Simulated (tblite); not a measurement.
Species: C6H9O2 (doublet state).
Atom-mapped SMILES: `[CH3:1][O:2][CH2:3][C:4]([OH:5])[C:6]1=[CH:7][CH2:8]1` (hydrogens: H9, H10, H11 on C1; H12, H13 on C3; H14 on O5; H15 on C7; H16, H17 on C8)

The geometry is computed with GFN2-xTB (gas phase). This method treats the open shell by occupation alone, without spin polarisation.

Some entries are withheld. Bonds in one row agree within 0.01 Å.

```tsv
coordinate	value
C1–O2	?
O2–C3	?
C3–C4	1.508 Å
C4–O5	1.366 Å
C4–C6	1.354 Å
C6=C7	?
C7–C8	1.484 Å
C6–C8	1.499 Å
C1–H9, C1–H10, C1–H11	1.093 Å
C3–H12, C3–H13	1.098 Å
O5–H14	0.971 Å
C7–H15	1.059 Å
C8–H16, C8–H17	1.087 Å
C1–O2–C3	113.4°
O2–C3–C4	111.1°
C3–C4–O5	115.5°
C3–C4–C6	123.0°
O5–C4–C6	121.5°
C4–C6–C7	153.8°
C4–C6–C8	143.7°
C7–C6–C8	?
C6–C7–C8	?
C6–C8–C7	?
```

Q: Fill in the missing values.

A: 
- C1–O2 = 1.409 Å, drawn single (ends: carbon bonded to O and 3 H; oxygen bonded to 2 C); 0.01 Å below the sum of covalent radii, 1.42 Å.
- O2–C3 = 1.416 Å, drawn single (ends: oxygen bonded to 2 C; carbon bonded to C, O and 2 H); equal to the sum of covalent radii, 1.42 Å.
- C6=C7 = 1.350 Å, drawn double in one of several resonance forms (ends: carbon bonded to 3 C; carbon bonded to 2 C and H); 0.11 Å below the sum of covalent radii, 1.46 Å.
- C7–C6–C8 = 62.5°, at the carbon bonded to 3 C, inside a 3-membered ring; the outer atoms are 1.484 Å apart.
- C6–C7–C8 = 63.7°, at the carbon bonded to 2 C and H, inside a 3-membered ring; the outer atoms are 1.499 Å apart.
- C6–C8–C7 = 53.8°, at the carbon bonded to 2 C and 2 H, inside a 3-membered ring; the outer atoms are 1.350 Å apart.

Radii are Cordero's, carbon taken as 0.76, 0.73 or 0.69 Å for four, three, and two or fewer neighbours.

Its GFN2-xTB frequencies are all real (lowest 45 cm⁻¹). Torsions: C1–O2–C3–C4 76°, O2–C3–C4–O5 34°, C3–C4–O5–H -6°, C3–C4–C6–C7 -178°.

Hardware: one thread of an Arm Neoverse V2, on a shared host. Cost: 0.41 s of wall time. This is the geometry optimisation.

One conformer stands for the species.
